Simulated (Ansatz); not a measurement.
`C[SiH2][GeH2][Cl]` → `[CH3][GeH2][Cl]` + `[SiH2]` at 298.15 K and 1 bar (silylene formation by 1,1-elimination).

Isolated molecules relaxed with PBE0-D4/def2-TZVP in Ansatz; ΔE leaves out vibrations. CCSD(T)/CBS is the MP2 limit (def2-TZVPP, def2-QZVPP) plus CCSD(T) − MP2 in def2-TZVPP, frozen cores. This one scheme is used for every species. For Ge outer-core shells are correlated without core-valence functions, which leaves a few kJ/mol of doubt a bond. Scalar relativity is left out up to krypton. One conformer a species, not always the lowest.

```
            species  CCSD(T)/CBS energy (Eh)  H − E (kJ/mol)  S (J/(mol·K))
`C[SiH2][GeH2][Cl]`              -2867.28393           209.8          374.6
  `[CH3][GeH2][Cl]`              -2576.99593           157.6          313.0
           `[SiH2]`               -290.19011            40.6          207.5
```

H − E and S are ideal-gas, rigid-rotor, harmonic terms from PBE0-D4/def2-TZVP, for one conformer and one mirror image of each species. 1 Eh = 2625.50 kJ/mol, R = 8.31446 J/(mol·K).

Q: By hand: ΔE, ΔH, ΔS and ΔG.

A: ΔE = (-2576.99593) + (-290.19011) − (-2867.28393) = 0.09789 Eh = 257.0 kJ/mol. Δ(H − E) = 157.6 + 40.6 − 209.8 = -11.6, so ΔH = 245.4 kJ/mol. ΔS = 313.0 + 207.5 − 374.6 = 145.9 J/(mol·K). ΔG = 245.4 − 298.15 × (145.9)/1000 = 201.9 kJ/mol.

Q: By hand: the equilibrium constant, and the temperature at which ΔG would vanish if ΔH and ΔS stayed fixed.

A: log₁₀ K = −ΔG/(RT ln 10) = -35.4. ΔG = 0 at ΔH/ΔS = 1682 K.

The number of gas molecules changes by +1, which sets the sign of ΔS. A doubt of 5 kJ/mol in ΔE shifts log₁₀ K by 0.9 here. Other conformers and mirror images would add mixing entropy, several J/(mol·K) or more a flexible species. Modes under 60 cm⁻¹, often nearly free rotors, make the harmonic entropy too high. These are equilibria of isolated gas molecules and say nothing of rates. Largest T1 diagnostic: 0.014 (customary marks: 0.02 for closed shells, 0.045 for open ones).
